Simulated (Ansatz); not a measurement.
Wavefunction ladder for Al2H6OSi (`[AlH2][O][SiH2][AlH2]`)

```xyz
10

Al   -0.436   -2.325    0.922
O    -0.405   -0.939   -0.028
Si   -0.373    0.401   -0.962
Al    0.943    2.211    0.073
H     0.727   -3.378    0.736
H    -1.621   -2.493    1.953
H    -1.775    0.857   -1.223
H     0.183    0.053   -2.307
H     1.124    3.612   -0.659
H     1.634    2.001    1.494
```

Total charge 0; spin multiplicity 1. The structure was optimised at the PBE0-D4/def2-TZVP level. It is one conformer, not always the lowest. Frozen core, restricted reference, Ansatz 0.2.0. CBS rows extrapolate triple and quadruple zeta; past MP2 they add the triple-zeta difference.

```csv
basis,HF (Eh),MP2 corr.,CCSD corr.,(T),CCSD(T) total
def2-SVP,-850.88484,-0.40646,-0.46014,-0.00976,-851.35474
def2-TZVPP,-851.25933,-0.51570,-0.56761,-0.01782,-851.84476
def2-QZVPP,-851.28715,-0.55613,–,–,–
CBS(def2),-851.29098,-0.58609,-0.63800,as TZ,-851.94680
```
